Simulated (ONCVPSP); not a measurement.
**Pseudopotential generation for gadolinium (Gd): ONCV, PBE, non-relativistic.**

The input file (ONCVPSP 4.0.1):

```
# ATOM AND REFERENCE CONFIGURATION
# atsym  z   nc   nv     iexc    psfile
  Gd 64.00   11    4        4      upf
#
#   n    l    f
    1    0    2.00
    2    0    2.00
    2    1    6.00
    3    0    2.00
    3    1    6.00
    3    2   10.00
    4    0    2.00
    4    1    6.00
    4    2   10.00
    5    0    2.00
    5    1    6.00
    4    3    7.00
    5    2    1.00
    6    0    1.75
    6    1    0.25
#
# PSEUDOPOTENTIAL AND OPTIMIZATION
# lmax
    3
#
#   l,   rc,      ep,       ncon, nbas, qcut
    0    2.85    0.00    4    7    2.10
    1    1.70    0.00    4    7    4.40
    2    2.70    0.00    4    8    6.90
    3    1.25    0.00    4    9   12.00
#
# LOCAL POTENTIAL
# lloc, lpopt,  rc(5),   dvloc0
    4    5    0.80    4.00
#
# VANDERBILT-KLEINMAN-BYLANDER PROJECTORs
# l, nproj, debl
    0    2    1.50
    1    2    3.80
    2    2    3.80
    3    2    0.50
#
# MODEL CORE CHARGE
# icmod, fcfact, rcfact
    3    3.25    1.10
#
# LOG DERIVATIVE ANALYSIS
# epsh1, epsh2, depsh
   -2.00    5.00    0.02
#
# OUTPUT GRID
# rlmax, drl
    6.00    0.01
#
# TEST CONFIGURATIONS
# ncnf
    4
# nvcnf
#   n    l    f
    4
    4    3    7.00
    5    2    1.00
    6    0    2.00
    6    1    0.00
#
    4
    4    3    7.00
    5    2    1.00
    6    0    1.00
    6    1    0.00
#
    4
    4    3    7.00
    5    2    1.00
    6    0    0.00
    6    1    0.00
#
    4
    4    3    6.00
    5    2    2.00
    6    0    2.00
    6    1    0.00
#
```

Command:

```bash
oncvpspnr.x < Gd.dat > Gd.out
```

The program printed (shortened: citation, most of the input echo, consistency checks and plot data are left out):

```
ONCVPSP  (Optimized Norm-Conservinng Vanderbilt PSeudopotential)
scalar-relativistic version 4.0.1

#   n    l    f        energy (Ha)
    1    0    2.00    -1.7301438E+03
    2    0    2.00    -2.7556496E+02
    2    1    6.00    -2.6217176E+02
    3    0    2.00    -6.0826150E+01
    3    1    6.00    -5.4867376E+01
    3    2   10.00    -4.3766070E+01
    4    0    2.00    -1.2031998E+01
    4    1    6.00    -9.7009398E+00
    4    2   10.00    -5.5464023E+00
    5    0    2.00    -1.6153757E+00
    5    1    6.00    -9.8516720E-01
    4    3    7.00    -4.9060325E-01
    5    2    1.00    -1.2972393E-01
    6    0    1.75    -1.4471774E-01
    6    1    0.25    -5.8043424E-02

Reference configufation results
  iterations    31
  all-electron total energy (Ha)   -1.08231723D+04

Begin loop to  construct optimized pseudo wave functions
and semi-local pseudopoentials for all angular momenta

   Wellstate for l =  0  n =  8
     eigenvalue =   1.3553
     asymptotic potential =   1.8553
     half-point radius =  5.7354

Calculating optimized projector #   1

 for l=   0

    Fraction of norm inside rc  0.155348
    Optimizing pswf for qcut=   2.10 a_B^-1,  ecut=   2.21 Ha

optimize: ERROR ps0norm > uunorm, code will stop
```

oncvpspnr.x prints “scalar-relativistic version” in its banner although the run is non-relativistic.

The run stopped because the continuity conditions at rc already need more norm inside rc than the all-electron wave has, so norm conservation cannot be met.

The run took about 0.57 s on one core of a shared server CPU.
